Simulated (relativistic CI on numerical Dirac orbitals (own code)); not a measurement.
# One change at a time: Nd27+

Base calculation: Dirac-Coulomb-Breit CI, separate exchange-only KLI orbitals for each configuration, model QED (radiative potential, 1s self-energy scaled to tabulated hydrogen-like ionisation energies), unscaled Slater integrals.

Configuration list (outside the closed core [Ar] 3d10): 4s2 4p3, 4s 4p4, 4s2 4p2 4d, 4p5, 4s 4p3 4d, 4s2 4p2 4f, 4s 4p3 4f, 4p4 4d, 4s 4p2 4d2, 4s2 4p 4d 4f, 4p4 4f, 4s2 4p2 5s, 4p3 4d 4f, 4p4 5s, 4s2 4p2 5p, 4s 4p2 4f2, 4s 4p2 4d 5s, 4s 4p3 5s, 4s2 4p 4f 5s, 4s2 4p2 5d, 4s 4p3 5p, 4s2 4p2 5f, 4s2 4p2 5g, 4s 4p3 5d, 4p3 4f 5s, 4s2 4p2 6s, 4s 4p3 5f, 4s2 4p 4d2, 4s2 4d3, 4s 4p 4d3, 4s2 4d2 4f, 4s 4p 4d2 4f, 4s2 4d2 5s, 4p3 4d2, 4p2 4d3, 4p2 4d2 4f, 4p2 4d2 5s, 4s2 4p 4f2, 4s2 4d 4f2, 4s 4p 4d 4f2, 4s2 4f3, 4s 4p 4f3, 4s2 4f2 5s, 4p3 4f2, 4p2 4d 4f2, 4p2 4f3, 4p2 4f2 5s, 4s 4p2 4d 4f, 4s 4p 4d 4f 5s, 4s2 4p 4d 5s, 4s 4p 4d2 5s, 4s2 4d 4f 5s, 4s2 4d 5s2, 4p3 4d 5s, 4p2 4d 4f 5s, 4p2 4d 5s2, 4s 4p2 4f 5s, 4s 4p 4f2 5s, 4s 4p 4f 5s2, 4s2 4p 5s2, 4s 4p 4d 5s2, 4s2 4f 5s2. Double excitations out of closed p, d and f shells are left out; levels of such configurations are missing from the list, as are those of other unlisted configurations, and high levels can miss mixing partners. These lack a partner that the ground configuration has and come out too high: 4s2 4p2 5p, 4s2 4p2 5d, 4s 4p3 5p, 4s2 4p2 5f, 4s2 4p2 5g.

Variants: (1) QED terms removed. Shifts of the energy above 4s2 4p3 2P°_3/2, in cm⁻¹, for the lowest level and the first level of each name with at least 55 % of one term (blank where a level changes its place among those of its configuration and J or its character, or is not in the variant):

```csv
Level,Base,Δ(1)
4s2 4p3 2P°_3/2,0,0
4s2 4p3 2D°_5/2,240356,-356
4s2 4p3 2P°_1/2,281283,-342
4s 4p4 4P_5/2,714294,+3489
4s 4p4 2D_5/2,990780,+2731
4s2 4p2 4d 2F_5/2,1058150,+290
4s2 4p2 4d 2D_3/2,1242704,+193
4s2 4p2 4d 2P_1/2,1256643,+1128
4s 4p3 4d 6D°_1/2,1546053,+4205
4s 4p3 4d 6D°_9/2,1589278,+4077
4s 4p3 4d 4D°_1/2,1680655,+4143
4s 4p3 4d 4F°_5/2,1742497,+3809
4s 4p3 4d 4F°_7/2,1767130,+3701
```

At this charge energies of transitions that change n are usually good to better than 1 %, and those within a shell (Δn = 0) to a few per cent.

Ionisation energy from the two ground configurations alone: base 978.425 eV. The NIST ASD value (theoretical) is 978 eV.

LS names give the leading component of a level, which can be under half, so a name can repeat, a term be missing and a line seem to break the LS rules.
